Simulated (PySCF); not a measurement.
SMILES [NH2][Sn]([NH2])([F])[Br], singlet (PBE0/def2-SVP optimised geometry):

```
9

N     -1.558    -1.687     1.698
Sn    -0.825    -0.894     0.000
N      1.185    -0.894     0.000
F     -1.576     0.894     0.000
Br    -1.547    -1.928    -2.142
H     -1.441    -2.698     1.746
H     -2.548    -1.476     1.819
H      1.576    -0.228     0.665
H      1.571    -0.696    -0.921
```

Method: PySCF with PBE0/def2-TZVP, def2 effective core potentials past Kr.

Problem. What are the frontier orbital energies and the dipole moment?

Solution. HOMO-2 -8.70 eV, HOMO-1 -8.30 eV, HOMO -8.17 eV, LUMO -1.84 eV, LUMO+1 0.39 eV; dipole moment 1.98 D.

On the same geometry PySCF 2.14.0 with PBE/def2-TZVP, def2 effective core potentials past Kr gives HOMO-2 -7.34 eV, HOMO-1 -6.83 eV, HOMO -6.74 eV, LUMO -2.76 eV, LUMO+1 -0.41 eV; dipole moment 1.98 D.
